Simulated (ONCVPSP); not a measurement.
**Ir (Z = 77), ONCV: configuration errors across variants**

```json
{
  "Element": "Ir (Z = 77)",
  "Generator": "ONCVPSP 4.0.1",
  "Type": "optimised norm-conserving Vanderbilt (ONCV)",
  "Functional": "LDA (Perdew-Wang 92)",
  "Relativity": "fully relativistic",
  "Frozen core": "[Xe] 4f14",
  "Valence charge": "9",
  "Reference configuration": "5d7 6s1 (charge +1)",
  "Partial waves": "6s: rc 2.50 bohr, ncon 3, nbas 6, qcut 2.8 1/bohr, 2 projectors, debl 3.8 Ha; p scattering state at 0.05 Ha: rc 2.05 bohr, ncon 3, nbas 7, qcut 3.8 1/bohr, 2 projectors, debl 0.6 Ha; 5d: rc 2.15 bohr, ncon 4, nbas 9, qcut 6.7 1/bohr, 3 projectors, debl 2.7 Ha",
  "Local potential": "polynomial inside 1.75 bohr (lpopt 5, dvloc0 2 Ha)",
  "Core correction": "Teter function, fcfact 3, rcfact 1.75"
}
```

Open shells are filled in proportion to 2j + 1.

All-electron excitation energies from the reference (eV): (1) 5d7 6s2 -10.184; (2) 5d7 6s0 17.845; (3) 5d6 6s0 48.684; (4) 5d6 6s2 6p1 -3.051.

4 further variants failed, have other tests or another functional or relativity, and are left out.

A true bound ghost makes a file unfit for plane-wave use even where its test errors are small: the radial tests pick states by their node count and pass the ghost by.

Errors AE − PS in meV (a dash: test not solved or not reliable):

```tsv
change	(1)	(2)	(3)	(4)	bound ghosts	GHOST(+) flags above zero
base	-37	-74	-299	-103	p3/2, p1/2	s
p: nbas 8	-37	-74	-299	-103	p3/2, p1/2	s
local potential polynomial inside 2.00 bohr (lpopt 5, dvloc0 0 Ha)	-37	-74	-299	-103	p3/2, p1/2	s
d: ncon 5, nbas 10	-38	-75	-302	-107	p3/2, p1/2	s
core correction Teter function, fcfact 7, rcfact 1.75	-63	-123	-471	-138	p3/2, p1/2	s
```

(1) Give the same row for: p: rc 2.26.

Results:

(1) -37, -74, -299, -110; bound ghosts: p3/2; GHOST(+) flags above zero: s, p1/2.
